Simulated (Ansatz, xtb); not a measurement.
## BGaH4Si2: where a starting geometry ends

The starting geometry of this gas-phase singlet was built from a drawn formula by distance geometry; its bonds are those of `[BH2][GaH][Si]#[SiH]`.

```xyz
8

B    -1.2282   -2.5446    3.9342
Ga   -1.7470   -2.8302    1.9083
Si    0.2298   -2.6561    0.4592
Si    1.8205   -2.5649   -0.6198
H    -1.6862   -1.4824    4.1719
H    -1.2298   -3.4279    4.7063
H    -3.0142   -2.3101    1.3237
H     3.0001   -2.4959   -1.4939
```

Problem. Where would you expect an optimisation with r2SCAN-D4/def2-SVP to take it?

Solution. New bonds form, giving a structure with H5 bridging B1 and Ga2, given below by its coordinates. Distances that change by over a tenth: Si3–Si4 (1.92 → 2.25 Å). Contacts that close: B1–Si4 (5.48 → 1.93 Å), Ga2–Si4 (4.38 → 2.60 Å), Ga2–H5 (2.64 → 1.89 Å).

The energy falls by 3.15 eV over 46 steps:

```tsv
step	E − E(last) (eV)
1	3.154
6	1.902
11	1.791
16	1.647
21	0.636
26	0.360
31	0.225
36	0.044
41	0.002
46	0.000
```

Final geometry (Å):

```xyz
8

B    -0.1339   -2.8571    2.7344
Ga   -1.8979   -2.3221    1.3431
Si   -0.6512   -3.5102   -0.2611
Si    0.6890   -2.2960    1.0771
H    -1.2805   -2.5440    3.1155
H     0.3576   -3.5678    3.5782
H    -3.0380   -1.3998    1.8637
H     2.0998   -1.8151    0.9390
```

From the same start GFN2-xTB ends elsewhere, differing in B1–Si4 (3.32 against 1.93 Å here), Ga2–H5 (2.83 against 1.89 Å here).

The end wasn't checked by frequencies. Run with Ansatz 0.2.0, 2.1 min on 1 thread of Intel(R) Xeon(R) 6975P-C (Granite Rapids), on a shared host.
